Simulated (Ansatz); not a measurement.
C₃H₄Se (`C=C1C[Se]1`). Total charge 0; spin multiplicity 1.

Z-matrix (Å, degrees):
```
C
C 1 1.443
Se 1 1.989 2 64.4
H 1 1.085 2 119.0 3 104.6
H 1 1.085 2 119.0 3 -104.6
C 2 1.316 1 145.3 3 180.0
H 6 1.082 2 121.8 1 -180.0
H 6 1.085 2 119.9 1 0.0
```

List the harmonic frequencies (cm⁻¹, unscaled) at PBE0-D4/def2-TZVP in Ansatz. (Best estimate.)

The calculation gave: 299, 348, 532, 566, 667, 840, 886, 946, 1029, 1040, 1085, 1428, 1458, 1793, 3129, 3158, 3219, 3254.

Is this a minimum?

Yes, all 18 modes are real.

Give the ideal-gas thermochemistry at 298.15 K and 1 bar (rigid rotor, harmonic oscillator; point group Cs, symmetry number 1).

Zero-point energy 153.6 kJ/mol; H(298) − E = 167.6 kJ/mol; entropy 294.5 J/(mol·K), of which translation 168.5, rotation 106.2, vibration 19.8; G(298) − E = 79.8 kJ/mol.
